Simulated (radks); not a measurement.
Task: The mean radii <r> (bohr) of the occupied orbitals of an atom or ion are listed with their occupations. All-electron calculation, non-relativistic Kohn-Sham, LB94 model potential, spin-polarised, spherical densities, point nucleus. Program: a radial shooting solver on a logarithmic mesh with Libxc functionals.

orbital  occ.      <r>
1s down     1  0.02127
1s up       1  0.02128
2s up       1  0.08708
2s down     1  0.08723
2p up       2  0.07320

Name the element and its charge. Open shells, if any, are filled with parallel spins first.

Result: Z = 71, lutetium, charge +65: Lu65+ in [He] 2s2 2p2. The 1s radius gives Z: for a bare nucleus <r> = 1.5/Z, 0.02113 bohr for Z = 71, and screening makes it slightly larger (0.02127 here). The occupations add up to 6, and the charge is Z minus that.
